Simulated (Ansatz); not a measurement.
One change: `NC#CO` becomes `OC#CC[SiH3]`.

Ansatz, PBE0-D4/def2-TZVP geometries, multiplicity 1. Each molecule was computed in one conformer, which needn't be the lowest.

```json
{"property": "zero-point energy (PBE0-D4/def2-TZVP) / kJ/mol", "`NC#CO`": "131.9"}
{"property": "HOMO–LUMO gap (ωB97M-V/def2-TZVPP) / eV", "`NC#CO`": "10.56"}
{"property": "size of the dipole moment (ωB97M-V/def2-TZVPP) / D", "`NC#CO`": "0.76"}
{"property": "HOMO energy (PBE/def2-TZVPP) / eV", "`NC#CO`": "-4.83"}
{"property": "ideal-gas entropy at 298 K and 1 bar (rigid rotor, harmonic PBE0-D4/def2-TZVP) / J/(mol·K)", "`NC#CO`": "283"}
{"property": "LUMO energy (PBE0/def2-TZVPP) / eV", "`NC#CO`": "0.75"}
```

Task: Give the same properties after the change, and the shifts. (Best estimate.)

Result: Computed: 
```csv
property,`OC#CC[SiH3]`,shift
zero-point energy (PBE0-D4/def2-TZVP) / kJ/mol,199.9,68.0
HOMO–LUMO gap (ωB97M-V/def2-TZVPP) / eV,11.06,0.50
size of the dipole moment (ωB97M-V/def2-TZVPP) / D,1.94,1.18
HOMO energy (PBE/def2-TZVPP) / eV,-5.60,-0.77
"ideal-gas entropy at 298 K and 1 bar (rigid rotor, harmonic PBE0-D4/def2-TZVP) / J/(mol·K)",348,65
LUMO energy (PBE0/def2-TZVPP) / eV,0.47,-0.28
```

With PBE0 the HOMO falls by 0.76 eV and the LUMO falls by 0.28 eV, so the gap widens by about 0.48 eV. PBE moves the HOMO by -0.77 eV and ωB97M-V by -0.77 eV. The zero-point energy changes by 68.0 kJ/mol with +12 modes. Dipoles are sizes alone; their direction can turn.
